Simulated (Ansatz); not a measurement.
W(NH)Cl4 (WNCl₄H), relaxed as a singlet with RKS PBE-D4/def2-SVP in Ansatz, starting from the GFN2-xTB geometry. Force threshold 0.02 eV/Å.

In the def2 sets W takes a core potential; there is no spin–orbit coupling. The restricted singlet is unstable towards broken spin symmetry in Hartree–Fock (as tested in another run); at PBE-D4/def2-SVP this wasn't settled. The relaxation made no stability test and no search for a lower SCF solution.

Start:

```xyz
7

W    -0.165    0.158    0.145
N     0.912   -0.875   -0.797
H     1.533   -1.470   -1.343
Cl    0.088    2.283   -0.635
Cl    1.033    0.882    1.944
Cl   -1.241   -1.178    1.643
Cl   -2.160    0.198   -0.957
```

```csv
step,energy (eV),largest force component (eV/Å),SCF passes
1,-53391.2086,1.877,21
2,-53391.3843,0.682,27
3,-53391.4085,0.355,21
4,-53391.4095,0.005,22
```

Force components are those of the run's own axes.

End:

```xyz
7

W    -0.200    0.192    0.175
N     0.850   -0.816   -0.743
H     1.474   -1.413   -1.291
Cl    0.155    2.312   -0.715
Cl    1.129    0.859    1.966
Cl   -1.226   -1.285    1.652
Cl   -2.182    0.151   -1.044
```

By distances, no bond broke or formed. The bond that changes most is W1–Cl4, from 2.28 to 2.33 Å (atoms count from 1).

No frequencies were taken in this run, so the end may be a saddle point.

Hardware: 4 threads of Intel Xeon Platinum 8259CL on a shared host. Wall time 6.5 s.
